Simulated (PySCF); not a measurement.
**Field gradients at the hydrogen positions**

Compound: C8H9N.
SMILES with atom numbers: `[NH2:1][c:2]1[cH:3][cH:4][cH:5][c:6]2[c:7]1[CH2:8][CH2:9]2` (hydrogens: H10, H11 on N1; H12 on C3; H13 on C4; H14 on C5; H15, H16 on C8; H17, H18 on C9)

Cartesian coordinates in Å at the GFN2-xTB level; atoms count from 1:
```xyz
18
C8H9N angstrom
N      0.7222    2.4174   -0.4563
C      0.7211    1.0671   -0.1581
C      1.8953    0.3934    0.2159
C      1.9003   -0.9379    0.5914
C      0.7380   -1.7086    0.6260
C     -0.4081   -1.0483    0.2566
C     -0.4205    0.2885   -0.1243
C     -1.9076    0.2928   -0.3769
C     -1.8946   -1.2012    0.0559
H      1.6091    2.8051   -0.7364
H     -0.0625    2.7461   -0.9953
H      2.8275    0.9420    0.2080
H      2.8421   -1.3933    0.8633
H      0.7606   -2.7457    0.9226
H     -2.4875    0.9503    0.2700
H     -2.2002    0.4608   -1.4137
H     -2.1851   -1.9055   -0.7225
H     -2.4586   -1.4168    0.9621
```

Level: PBE0/pcSseg-1 (PySCF, non-relativistic); Q(2H) = 0.00286 b; rigid geometry, the same for H and D, with no vibrational averaging.

**Question.** Rank these positions by the coupling χzz of a deuteron there, largest first.
A. H12 (aromatic hydrogen)
B. H17 (methylene hydrogen)
C. H10 (N–H hydrogen)

**Answer.** C (278 kHz), A (220 kHz), B (210 kHz).

**Question.** Give the electric field gradient Vzz (the principal value of largest size), its asymmetry and the 2H coupling at each hydrogen.

**Answer.** 
```json
{"atom": "H10", "bonded to": "N1", "bond length (Å)": "1.008", "Vzz (au)": "0.4135", "η": "0.19", "χzz (kHz)": "278"}
{"atom": "H11", "bonded to": "N1", "bond length (Å)": "1.007", "Vzz (au)": "0.4147", "η": "0.19", "χzz (kHz)": "279"}
{"atom": "H12", "bonded to": "C3", "bond length (Å)": "1.082", "Vzz (au)": "0.3280", "η": "0.10", "χzz (kHz)": "220"}
{"atom": "H13", "bonded to": "C4", "bond length (Å)": "1.081", "Vzz (au)": "0.3272", "η": "0.06", "χzz (kHz)": "220"}
{"atom": "H14", "bonded to": "C5", "bond length (Å)": "1.079", "Vzz (au)": "0.3336", "η": "0.07", "χzz (kHz)": "224"}
{"atom": "H15", "bonded to": "C8", "bond length (Å)": "1.090", "Vzz (au)": "0.3116", "η": "0.01", "χzz (kHz)": "209"}
{"atom": "H16", "bonded to": "C8", "bond length (Å)": "1.090", "Vzz (au)": "0.3107", "η": "0.01", "χzz (kHz)": "209"}
{"atom": "H17", "bonded to": "C9", "bond length (Å)": "1.089", "Vzz (au)": "0.3124", "η": "0.01", "χzz (kHz)": "210"}
{"atom": "H18", "bonded to": "C9", "bond length (Å)": "1.089", "Vzz (au)": "0.3127", "η": "0.01", "χzz (kHz)": "210"}
```

**Question.** Average by the element that carries the hydrogen.

**Answer.** on N: 278 kHz over 2 positions, mean bond length 1.007 Å; on C: 215 kHz over 7 positions, mean bond length 1.086 Å.

**Question.** How does χzz go with the bond length over the 7 C–H bonds?

**Answer.** A straight-line fit has a slope of -13.3 kHz for each 0.01 Å, with a correlation coefficient of -1.00, over lengths from 1.079 to 1.090 Å. The longer bonds have the smaller couplings here.

Isolated species at its GFN2-xTB geometry, gas phase. GFN2-xTB bond lengths can be off by several hundredths of an ångström, more for odd bonds, and the gradients follow them. A larger basis could move these couplings by a tenth or more.
